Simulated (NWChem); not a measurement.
Molecule: ZrN2H4F2; SMILES [NH2][Zr]([NH2])([F])[F]

```xyz
9

Zr    -0.0165    -0.0334    -0.0337
F      0.9691    -1.6114    -0.5052
F     -1.8718    -0.1960    -0.4977
N      0.1192     0.2282     1.9720
H     -0.2140    -0.4455     2.6601
H      0.5126     1.0222     2.4709
N      0.7993     1.6114    -0.8838
H      1.7663     1.7070    -1.1902
H      0.2902     2.4419    -1.1827
```
Atoms are numbered in this order, from 1.

All runs: NWChem. All runs use the structure optimised with PBE0/def2-SVP. No frequency run checked for a minimum. def2 effective core potentials on Zr; no spin-orbit coupling.

Problem. What does the run give for B3LYP/def2-SVP? Quantities: highest occupied level (eV); orbital gap (eV); dipole (D).

Solution. 
* **highest occupied level (eV)**: -7.09
* **orbital gap (eV)**: 6.61
* **dipole (D)**: 2.91
